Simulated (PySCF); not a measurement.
Two-component Hartree-Fock for Ge⁴⁺ (germanium, charge +4)

Start: [Ar] 3d10. Calculated with PySCF 2.14 in x2c-QZVPPall-2c (11s10p5d4f1g, 103 functions): generalised Hartree-Fock with the X2C-1e Hamiltonian and a Gaussian nucleus; one run each with spin-orbit coupling (SO) switched off, then screened by Boettger's factors.

```csv
spinor shell,electrons,"ε, spin-free (eV)","ε, screened SO (eV)",weight of nominal j (screened SO),"rms radius, screened SO (bohr)"
1s1/2,2,-11229.7,-11229.5,1.000,0.0542
2s1/2,2,-1503.1,-1503.1,1.000,0.227
2p1/2,2,-1315.2,-1337.1,1.000,0.201
2p3/2,4,-1315.2,-1304.6,1.000,0.204
3s1/2,2,-250.08,-250.07,1.000,0.668
3p1/2,2,-190.60,-193.73,1.000,0.692
3p3/2,4,-190.60,-189.10,1.000,0.702
3d3/2,4,-92.401,-92.797,1.000,0.791
```

(1) Where does 3d5/2 lie, and what is the 3d spin-orbit splitting (screened SO)?

```tsv
quantity	spin-free	screened SO
E (hartree)	-2093.41789	-2093.49859
M_J	0	0
⟨J²⟩	0.000	0.000
⟨L²⟩	0.000	0.002
⟨S²⟩	0.000	0.002
```

Without spin-orbit coupling the j labels of p, d and f shells carry no meaning; the spin-free column gives the mean over the occupied spinors of each nl shell.

Answers

(1) At -92.133 eV, 0.664 eV above 3d3/2.
